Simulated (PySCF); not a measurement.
GaH₂, SMILES [GaH2+], charge +1. Geometry: B3LYP-D3(BJ)/def2-TZVPD. The multiplicity is an assumed one; other spin states were not compared. The isomer is the one that the SMILES or the coordinates give; other isomers of the formula were not compared.

PySCF with TDA-M06-2X/def2-TZVPD puts the lowest singlet excitations at 6.42, 6.42, 10.30, 11.11, 11.11, 11.62 eV.

What are the lowest excitation roots from PySCF with ADC(2)/aug-cc-pVDZ? (Estimate from the structure and the level; the computed values follow.)

7.00, 7.00, 10.35, 11.09, 11.09, 12.31 eV. S1 differs by 0.58 eV (second minus first; roots are paired by order, and the bases may differ).
